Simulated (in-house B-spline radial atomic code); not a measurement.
Configurations of Se II (Se+), with energies counted from [Ar] 3d10 4s2 (4p1/2)2 (4p3/2)1. Computed with a radial B-spline atomic code at the basis-set limit: Dirac-Hartree-Fock, average of each configuration as written, Fermi nucleus of rms radius 4.14 fm. Energies include first-order Breit, QED and recoil terms.

Occupations are held fixed; configurations that lie above the ionisation limit could autoionise.

| configuration | E - E(ref) (eV) | highest orbital | its <r> (bohr) |
| --- | --- | --- | --- |
| [Ar] 3d10 4s2 (4p1/2)1 (4p3/2)2 | 0.0025303 | 4p3/2 | 2.144 |
| [Ar] 3d10 4s2 (4p1/2)1 (4p3/2)1 (7f7/2)1 | 18.277 | 7f7/2 | 33.47 |
| [Ar] 3d10 4s1 (4p3/2)3 (5g7/2)1 | 30.559 | 5g7/2 | 13.75 |
| [Ar] 3d10 4s1 (4p3/2)3 (6g9/2)1 | 31.224 | 6g9/2 | 21.99 |

Question: Order these further configurations by energy, lowest first.
A. [Ar] 3d10 4s1 (4p1/2)2 (4p3/2)1 (5d3/2)1
B. [Ar] 3d10 4s1 (4p3/2)3 (6d3/2)1
C. [Ar] 3d10 4s2 (4p3/2)3
D. [Ar] 3d10 4s2 (4p1/2)2 (8p1/2)1
E. [Ar] (3d3/2)4 (3d5/2)5 4s2 (4p1/2)2 (4p3/2)1 (5p1/2)1

Answer: C (0.81294 eV), D (18.008 eV), A (27.883 eV), B (30.386 eV), E (66.516 eV).
